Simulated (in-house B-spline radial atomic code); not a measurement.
# BP86 excitations of I VIII (I7+)

Method: BP86. Computed with an all-electron radial atomic-structure program (B-spline basis): linear response of the closed shell [Kr] 4d10 with the functional's adiabatic kernel; scalar-relativistic (spin-free one-electron X2C), finite nucleus, no spin-orbit coupling, no double excitations, S, P, D and F terms only; shells from n = 2 respond. Only terms of natural parity with L up to 3 were computed.

Command:
```bash
python run_td.py task.json out
```
Settings (radii: box in bohr, nucleus in fm):
```
Z                        53
electrons                46
configuration            [Kr] 4d10
hamiltonian              x2c
method                   b88,p86
box_radius               12.81
rms_radius               4.75
intervals                69
```

Time taken, with all properties: 3.4 s on 1 thread of Arm Neoverse N1 (shared host).

The lowest states, in the order of their Tamm-Dancoff energies; the method's threshold (minus the highest occupied level) is 139.81 eV. Labels give the largest channel, * marks a mixed state, and oscillator strengths are full-response dipole values. Semilocal kernels can invert the small singlet-triplet splittings of Rydberg terms. Energies in eV:

```csv
state,full response,Tamm-Dancoff,oscillator strength
4d → 5s 3D,44.95,44.97,-
4d → 5s 1D,45.77,45.78,-
4d → 5p 3P,59.84,59.87,-
4d → 5p 3F,60.04,60.06,-
4d → 5p 1F,60.50,60.51,-
4d → 5p 1P,61.68,61.75,1
4d → 4f 3P,75.30,75.35,-
4d → 4f 3F,76.35,76.38,-
4d → 4f 1F,78.92,78.98,-
4d → 5d 3S,81.09,81.12,-
4d → 5d 3D,81.91,81.92,-
4d → 5d 1D,82.41,82.43,-
4d → 5d 1S,86.91,87.44,-
4d → 6s 3D,90.87,90.87,-
4d → 6s 1D,91.07,91.07,-
4d → 4f 1P,90.44,91.77,6.01
4d → 6p 3P,96.76,96.77,-
4d → 6p 3F,96.80,96.80,-
4d → 6p 1F,?,?,-
4d → 6p 1P,?,?,?
4d → 5f 3P,102.88,102.88,-
4d → 5f 3F,103.04,103.05,-
```

Problem. Where does 4d → 6p 1P lie?

Solution. At 97.30 eV in full response, 97.33 eV in Tamm-Dancoff, oscillator strength 0.289.

Problem. Where does 4d → 6p 1F lie?

Solution. At 96.95 eV in full response, 96.95 eV in Tamm-Dancoff.

Problem. How large is the singlet-triplet splitting of 4d → 5s (D terms) in Tamm-Dancoff?

Solution. 0.813 eV, from the unrounded values.

Problem. What polarisabilities and dispersion coefficient does the method give?

Solution. Dipole 1.061 bohr³, quadrupole 1.283 bohr⁵, C6 2.948 hartree·bohr⁶ for two such species.
